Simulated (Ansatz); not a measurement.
Input file for `FC[SiH2]CCl`:

```yaml
crystal:
  periodic: [false, false, false]
  atoms:
    - {symbol: F, position_ang: [-2.149851, 0.435300, 0.215513]}
    - {symbol: C, position_ang: [-1.074401, 1.038651, -0.434067]}
    - {symbol: Si, position_ang: [0.277910, -0.248501, -0.731407]}
    - {symbol: C, position_ang: [0.842997, -0.941997, 0.924022]}
    - {symbol: Cl, position_ang: [1.546838, 0.370763, 1.911108]}
    - {symbol: H, position_ang: [-1.438683, 1.469815, -1.372137]}
    - {symbol: H, position_ang: [-0.709996, 1.855807, 0.196310]}
    - {symbol: H, position_ang: [-0.261609, -1.360458, -1.559582]}
    - {symbol: H, position_ang: [1.421718, 0.397811, -1.425114]}
    - {symbol: H, position_ang: [1.604524, -1.713863, 0.811759]}
    - {symbol: H, position_ang: [0.006055, -1.360329, 1.484197]}
basis:
  gaussian: {orbitals: def2-TZVPP}
correlation: {method: ccsd_t}
output: {orbitals: {seedname: orbitals}}
```

```sh
$ ansatz run in.yaml --threads 4 --pin off --events-out ev --progress --plain --max-ram 10444MiB
```

Log, shortened:

```
Functional definition: HF
1530 factors; integrals over basis functions are off by at most 1.0e-3 eV
mean field evaluation 1: about -25227.6024 eV, gradient 2.7e1 eV
mean field evaluation 2: about -25227.8706 eV, gradient 2.8e1 eV
mean field evaluation 4: about -25230.0618 eV, gradient 4.4e0 eV
mean field evaluation 8: about -25230.1100 eV, gradient 1.8e-1 eV
mean field -25230.11013775 eV, -927.1894459793 hartree, gradient 1.6e-6 eV, S^2 0.000000; 0 other end points of the search recorded, 0 dependent functions left out
13 core orbitals not correlated: weight in the atoms' cores, before any rotation towards them, 1.000 or more for the frozen orbitals, at most 0.000 for the correlated occupied ones
reference -25230.11013775 eV, -927.1894459793 hartree; 16, 16 occupied and 232, 232 virtual orbitals, 1530 factors
second order -24.68496609 eV of doubles, -0.00000000 eV of singles
cycle   1  -25.48299150 eV  change   -8.0e-1 eV  update   1.0e-1
cycle   2  -26.07641426 eV  change   -5.9e-1 eV  update   3.0e-2
cycle   3  -26.19749730 eV  change   -1.2e-1 eV  update   1.4e-2
cycle   4  -26.18877397 eV  change    8.7e-3 eV  update   3.2e-3
cycle   5  -26.18734275 eV  change    1.4e-3 eV  update   1.4e-3
cycle   6  -26.18788791 eV  change   -5.5e-4 eV  update   4.1e-4
cycle   7  -26.18773716 eV  change    1.5e-4 eV  update   1.7e-4
cycle   8  -26.18767807 eV  change    5.9e-5 eV  update   5.1e-5
cycle   9  -26.18769452 eV  change   -1.6e-5 eV  update   2.2e-5
perturbative correction -0.97248789 eV, -0.0357382708 hartree
Total energy: -25257.27032016 eV, -928.1875642731 hartree
```

Run time 3 min (4 threads of an Arm Neoverse V1 on a shared host); peak host memory 6.1 GiB.

The correlation energy is -27.160 eV, 3.6 % of it from (T); the T1 diagnostic reads 0.0106.
